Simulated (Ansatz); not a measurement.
AlFH3NSi: where a starting geometry ends

The starting geometry of this gas-phase singlet was optimised with GFN2-xTB.

```xyz
7

Al   -1.2393    1.9048   -0.5877
F    -0.7762    1.2899    0.9086
N    -2.1445    0.3503   -1.4989
Si   -2.0481   -0.7693   -0.3244
H    -2.5400    0.3311   -2.4238
H    -2.3821    2.9552   -0.5000
H    -0.0463    2.2030   -1.5390
```

Q: Predict what becomes of its bonds when it is optimised with B3LYP/6-31G*.

A: A new bond forms, giving a structure with F2 bridging Al1 and Si4, given below by its coordinates. Distances that change by over a tenth: Al1–F2 (1.68 → 1.92 Å). Contacts that close: F2–Si4 (2.72 → 1.81 Å).

The energy falls by 1.09 eV over 11 steps:

```json
{"step": "1", "E − E(last) (eV)": "1.093"}
{"step": "2", "E − E(last) (eV)": "0.690"}
{"step": "3", "E − E(last) (eV)": "0.416"}
{"step": "4", "E − E(last) (eV)": "0.126"}
{"step": "5", "E − E(last) (eV)": "0.065"}
{"step": "7", "E − E(last) (eV)": "0.008"}
{"step": "8", "E − E(last) (eV)": "0.005"}
{"step": "9", "E − E(last) (eV)": "0.001"}
{"step": "10", "E − E(last) (eV)": "0.000"}
{"step": "11", "E − E(last) (eV)": "0.000"}
```

Final geometry (Å):

```xyz
7

Al   -1.3231    2.0143   -0.8528
F    -1.0659    0.8260    0.6350
N    -2.1200    0.3878   -1.4562
Si   -1.8700   -0.6109   -0.1282
H    -2.5809    0.1326   -2.3217
H    -2.3256    3.1576   -0.3925
H     0.1091    2.3576   -1.4488
```

Frequencies at the end are all real (lowest 174 cm⁻¹). Run with Ansatz 0.2.0, 70 s on 1 thread of AMD EPYC (Zen 3) (shared host).
